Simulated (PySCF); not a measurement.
This script is equivalent to a calculation on N²⁺ (nitrogen, charge +2).

```python
from pyscf import gto, scf, dft, mp, cc
import basis_set_exchange as bse
mol = gto.M(atom="N 0 0 0", charge=2, spin=1, symmetry="D2h",
            basis=gto.basis.parse(bse.get_basis("aug-cc-pVTZ-DK", elements=["N"], fmt="nwchem")),
            nucmod="G")
mf = dft.UKS(mol, xc="PBE0").sfx2c1e()
mf.irrep_nelec = {'Ag': (2, 2), 'B2u': (1, 0)}
mf.kernel()
```

Question: What total energy does it give?

Answer: -52.934 hartree (calculated).

Question: Which occupied shell lies highest, and where?

Answer: 2p α, at -41.225 eV.

Question: What is ⟨S²⟩, and what would a pure spin state give?

Answer: 0.752, against 0.75.
